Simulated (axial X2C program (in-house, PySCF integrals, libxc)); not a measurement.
**Outer orbitals of TaSe⁺ at 2.215 Å, BLYP**

Calculated with an in-house all-electron X2C program for linear molecules (integrals from PySCF). Spin-free means the one-electron spin-free X2C Hamiltonian; two-component (2c) means X2C with spin–orbit coupling and atomic mean-field two-electron Coulomb and Gaunt terms, so the difference of the two also holds small scalar two-electron terms. Basis: Ta dyall-cv3z [13s14p9d7f4g], Se dyall-cv3z [8s9p6d4f1g] (cores contracted in-house); Gaussian nuclei, density fitting, unrestricted open shells. Masses: Ta 180.948 u, Se 79.917 u.

The distance is close to the 2c PBE0 minimum; the highest filled and lowest empty levels are listed.

Spin-free orbitals, state M_S = 1, Λ = 2 (beyond evenly filled blocks: σα, δ+α) (Löwdin shares):

```json
{"symmetry": "φ-α", "occupied": "yes", "ε (eV)": "-31.25", "atomic character": "100% Ta f"}
{"symmetry": "φ+α", "occupied": "yes", "ε (eV)": "-31.25", "atomic character": "100% Ta f"}
{"symmetry": "δ+α", "occupied": "yes", "ε (eV)": "-31.17", "atomic character": "100% Ta f"}
{"symmetry": "δ-α", "occupied": "yes", "ε (eV)": "-31.17", "atomic character": "100% Ta f"}
{"symmetry": "σα", "occupied": "yes", "ε (eV)": "-31.15", "atomic character": "100% Ta f"}
{"symmetry": "π-α", "occupied": "yes", "ε (eV)": "-31.15", "atomic character": "100% Ta f"}
{"symmetry": "π+α", "occupied": "yes", "ε (eV)": "-31.15", "atomic character": "100% Ta f"}
{"symmetry": "φ-β", "occupied": "yes", "ε (eV)": "-31.08", "atomic character": "100% Ta f"}
{"symmetry": "φ+β", "occupied": "yes", "ε (eV)": "-31.08", "atomic character": "100% Ta f"}
{"symmetry": "δ-β", "occupied": "yes", "ε (eV)": "-31.06", "atomic character": "100% Ta f"}
{"symmetry": "δ+β", "occupied": "yes", "ε (eV)": "-31.06", "atomic character": "100% Ta f"}
{"symmetry": "π-β", "occupied": "yes", "ε (eV)": "-30.99", "atomic character": "100% Ta f"}
{"symmetry": "π+β", "occupied": "yes", "ε (eV)": "-30.99", "atomic character": "100% Ta f"}
{"symmetry": "σβ", "occupied": "yes", "ε (eV)": "-30.97", "atomic character": "100% Ta f"}
{"symmetry": "σβ", "occupied": "yes", "ε (eV)": "-22.59", "atomic character": "67% Se s, 11% Ta d, 9% Ta p"}
{"symmetry": "σα", "occupied": "yes", "ε (eV)": "-22.49", "atomic character": "67% Se s, 11% Ta d, 9% Ta p"}
{"symmetry": "σα", "occupied": "yes", "ε (eV)": "-13.22", "atomic character": "61% Se p, 17% Ta d, 14% Ta s"}
{"symmetry": "σβ", "occupied": "yes", "ε (eV)": "-13.12", "atomic character": "63% Se p, 17% Ta d, 12% Ta s"}
{"symmetry": "π-α", "occupied": "yes", "ε (eV)": "-12.42", "atomic character": "50% Se p, 41% Ta d, 3% Ta f"}
{"symmetry": "π+α", "occupied": "yes", "ε (eV)": "-12.42", "atomic character": "50% Se p, 41% Ta d, 3% Ta f"}
{"symmetry": "π-β", "occupied": "yes", "ε (eV)": "-12.34", "atomic character": "57% Se p, 33% Ta d, 4% Ta f"}
{"symmetry": "π+β", "occupied": "yes", "ε (eV)": "-12.34", "atomic character": "57% Se p, 33% Ta d, 4% Ta f"}
{"symmetry": "σα", "occupied": "yes", "ε (eV)": "-11.35", "atomic character": "51% Ta s, 42% Ta d, 3% Se p"}
{"symmetry": "δ+α", "occupied": "yes", "ε (eV)": "-10.59", "atomic character": "99% Ta d"}
{"symmetry": "δ-α", "occupied": "no", "ε (eV)": "-10.59", "atomic character": "99% Ta d"}
{"symmetry": "σβ", "occupied": "no", "ε (eV)": "-9.86", "atomic character": "56% Ta s, 35% Ta d, 3% Ta p"}
{"symmetry": "π-α", "occupied": "no", "ε (eV)": "-9.14", "atomic character": "53% Ta d, 24% Se p, 14% Ta p"}
{"symmetry": "π+α", "occupied": "no", "ε (eV)": "-9.14", "atomic character": "53% Ta d, 24% Se p, 14% Ta p"}
```

A filled and an empty partner (Λ and −Λ, same spin) share one energy because the functional has no current term.

Spinors with spin–orbit coupling (state Ω = 1):

```tsv
ω	occupied	ε (eV)	atomic character	λ mixture
-7/2	yes	-30.44	100% Ta f	100% φ
-5/2	yes	-30.36	100% Ta f	84% δ, 16% φ
-3/2	yes	-30.32	100% Ta f	69% π, 31% δ
-1/2	yes	-30.28	100% Ta f	53% σ, 47% π
5/2	yes	-30.28	100% Ta f	88% δ, 12% φ
7/2	yes	-30.27	100% Ta f	100% φ
1/2	yes	-30.25	100% Ta f	62% σ, 38% π
3/2	yes	-30.24	100% Ta f	75% π, 25% δ
1/2	yes	-22.57	67% Se s, 11% Ta d, 9% Ta p	100% σ
-1/2	yes	-22.46	67% Se s, 11% Ta d, 9% Ta p	100% σ
-1/2	yes	-13.20	61% Se p, 17% Ta d, 13% Ta s	100% σ, 0% π
1/2	yes	-13.11	63% Se p, 17% Ta d, 12% Ta s	100% σ
1/2	yes	-12.52	50% Se p, 41% Ta d, 3% Ta f	100% π
-1/2	yes	-12.45	56% Se p, 33% Ta d, 4% Ta f	99% π, 1% σ
-3/2	yes	-12.28	49% Se p, 42% Ta d, 3% Ta f	100% π
3/2	yes	-12.20	56% Se p, 34% Ta d, 4% Ta f	99% π, 1% δ
-1/2	yes	-11.32	51% Ta s, 42% Ta d, 4% Se p	99% σ, 1% π
3/2	yes	-10.80	98% Ta d	98% δ, 2% π
-5/2	no	-10.32	99% Ta d	100% δ
1/2	no	-9.87	54% Ta s, 35% Ta d, 5% Se p	96% σ, 4% π
-3/2	no	-9.40	90% Ta d, 5% Se p, 2% Ta p	84% δ, 16% π
1/2	no	-9.27	50% Ta d, 22% Se p, 18% Ta p	94% π, 6% σ
```

Problem. How does the gap between the highest filled and lowest empty level change from the spin-free to the 2c table?

Solution. From 0.00 to 0.48 eV at BLYP, a change of 0.48 eV.

Mulliken charges and populations of the two-component result (they depend on the basis, above all on diffuse functions):

Ta 0.72 e (s 10.96 p 24.11 d 23.16 f 14.04 g 0.01), Se 0.28 e (s 7.93 p 15.74 d 10.05 f 0.01). ⟨Lz⟩ = 1.99 ħ and ⟨Sz⟩ = -0.99 ħ (-1.08 and 0.10 on the two atoms), which add up to Ω.

The state is one determinant whose occupation by symmetry is held fixed; it was picked as the lowest of a PBE0 search that is not exhaustive. Density functionals use the spin component along the axis (collinear). PBE0 can misorder states that lie within some tenths of an eV, so this need not be the ground state of the molecule. The nearest other spin-free determinant of the search, M_S = 0, Λ = 0, lies 0.67 eV up at the distance of the search. The functionals have no current-density term, which raises determinants with orbital currents, atoms included. With several unpaired electrons one determinant need not be a pure state. The determinant is spin-polarised beyond a pure state at some levels (its spin-free form has ⟨S²⟩ too high), which makes Re and μ there less reliable.
